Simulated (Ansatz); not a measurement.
Geometry optimisation, RKS revPBE/def2-SVP (Ansatz).

input.yaml

```yaml
crystal:
  periodic: [false, false, false]
  atoms:
    - { symbol: Ga, position_ang: [-0.048869, -0.530235, -0.449389] }
    - { symbol: H, position_ang: [-0.042237, -0.011559, 2.273745] }
    - { symbol: H, position_ang: [1.322053, 0.157251, -0.7307] }
    - { symbol: Cl, position_ang: [-1.960692, 0.235281, -1.110095] }
    - { symbol: F, position_ang: [-0.149677, -2.045811, 0.395545] }
    - { symbol: H, position_ang: [-0.094078, -0.693028, 2.038193] }
basis:
  gaussian: { orbitals: def2-SVP }
hamiltonian:
  xc: revpbe
relax:
  f_tol: 0.03
  max_steps: 50
output:
  orbitals: {}
```

Launched with:

```bash
$ ansatz run input.yaml --threads 1 --pin off --max-ram 2048MiB --backend cpu --events-out ev --progress --plain --runs-dir out
```

Where does it end, and by what steps?

The forces met the threshold. After 5 steps the energy has fallen by 0.117 eV; H6 moved furthest, 0.40 Å.

```tsv
step	energy less start (eV)	largest force component (eV/Å)	accepted
0	0.0000	1.728	yes
1	-0.0991	0.292	yes
2	-0.1038	0.302	yes
3	-0.1125	0.354	yes
4	-0.1164	0.171	yes
5	-0.1173	0.027	yes
```

```xyz
6
Properties=species:S:1:pos:R:3
Ga -0.061 -0.558 -0.655
H -0.025 0.087 2.649
H 1.314 0.141 -0.881
Cl -1.977 0.226 -1.276
F -0.159 -2.138 0.147
H -0.066 -0.646 2.432
```

Whether the end is a true minimum wasn't checked by a vibrational analysis.

Time of the run: 14 s on 1 thread of Intel(R) Xeon(R) Platinum 8259CL CPU @ 2.50GHz (Skylake/Cascade Lake), on a shared host, peak memory 0.16 GiB.
